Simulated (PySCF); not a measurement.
AlCl, charge -1, doublet, geometry from GFN2-xTB (such geometries of metal compounds can be far from the true shape) (a state made from the parent by changing its charge; the spin is typed, not shown lowest); WB97X/def2-SVP (PySCF).

Here is a job for PySCF.
```python
from pyscf import gto, scf, dft

mol = gto.M(
    atom='''
Al   -0.000000   -0.000000   -1.405019
Cl    0.000000    0.000000    1.074427
''',
    basis='def2-svp',
    charge=-1,
    spin=1,
    verbose=4,
)

mf = dft.UKS(mol)
mf.xc = 'wb97x'
mf.kernel()
```

What the program printed (banner, timings and long lists left out):

```
PySCF version 2.14.0

[INPUT] verbose = 4
[INPUT] num. atoms = 2
[INPUT] num. electrons = 31
[INPUT] charge = -1
[INPUT] spin (= nelec alpha-beta = 2S) = 1
[INPUT] symmetry False subgroup None
[INPUT] Mole.unit = angstrom
[INPUT] Symbol           X                Y                Z      unit          X                Y                Z       unit  Magmom
[INPUT]  1 Al     0.000000000000   0.000000000000  -1.405019000000 AA    0.000000000000   0.000000000000  -2.655101109810 Bohr   0.0
[INPUT]  2 Cl     0.000000000000   0.000000000000   1.074427000000 AA    0.000000000000   0.000000000000   2.030372770838 Bohr   0.0

nuclear repulsion = 47.1670540972943
number of shells = 16
number of NR pGTOs = 72
number of NR cGTOs = 36
basis = def2-svp
ecp = {}

******** <class 'pyscf.dft.uks.UKS'> ********
method = UKS
initial guess = minao
damping factor = 0
level_shift factor = 0
DIIS = <class 'pyscf.scf.diis.CDIIS'>
diis_start_cycle = 1
diis_space = 8
diis_damp = 0
SCF conv_tol = 1e-09
SCF conv_tol_grad = None
SCF max_cycles = 50
direct_scf = True
direct_scf_tol = 1e-13
number electrons alpha = 16  beta = 15
XC library pyscf.dft.libxc version 7.1.2
    S. Lehtola, C. Steigemann, M. J. T. Oliveira, and M. A. L. Marques,  SoftwareX 7, 1–5 (2018)
XC functionals = wb97x
    J.-D. Chai and M. Head-Gordon,  J. Chem. Phys. 128, 084106 (2008)
radial grids:
    Treutler-Ahlrichs [JCP 102, 346 (1995); DOI:10.1063/1.469408] (M4) radial grids

becke partition: Becke, JCP 88, 2547 (1988); DOI:10.1063/1.454033
pruning grids: <function nwchem_prune>
grids dens level: 3
symmetrized grids: False
atomic radii adjust function: <function treutler_atomic_radii_adjust>
small_rho_cutoff = 0
Set gradient conv threshold to 3.16228e-05
tot grids = 38064
init E= -702.163031243367

cycle= 1 E= -702.386114688743  delta_E= -0.223  |g|= 0.244  |ddm|= 0.96
cycle= 2 E= -702.418877007792  delta_E= -0.0328  |g|= 0.164  |ddm|= 0.617
cycle= 3 E= -702.432192941032  delta_E= -0.0133  |g|= 0.0149  |ddm|= 0.209
cycle= 4 E= -702.432632717205  delta_E= -0.00044  |g|= 0.00407  |ddm|= 0.0721
cycle= 5 E= -702.432674621375  delta_E= -4.19e-05  |g|= 0.00158  |ddm|= 0.0225
cycle= 6 E= -702.432680093958  delta_E= -5.47e-06  |g|= 0.00066  |ddm|= 0.00532
cycle= 7 E= -702.432681923837  delta_E= -1.83e-06  |g|= 0.000226  |ddm|= 0.00367
cycle= 8 E= -702.43268218519  delta_E= -2.61e-07  |g|= 6.54e-05  |ddm|= 0.00158
cycle= 9 E= -702.432682204593  delta_E= -1.94e-08  |g|= 1.95e-05  |ddm|= 0.000424
cycle= 10 E= -702.432682206051  delta_E= -1.46e-09  |g|= 4.45e-06  |ddm|= 0.000123
cycle= 11 E= -702.432682206104  delta_E= -5.28e-11  |g|= 1.42e-06  |ddm|= 2.01e-05
Extra cycle  E= -702.432682206108  delta_E= -3.64e-12  |g|= 7.74e-07  |ddm|= 3.09e-06
converged SCF energy = -702.432682206108  <S^2> = 0.75479549  2S+1 = 2.0047897
```
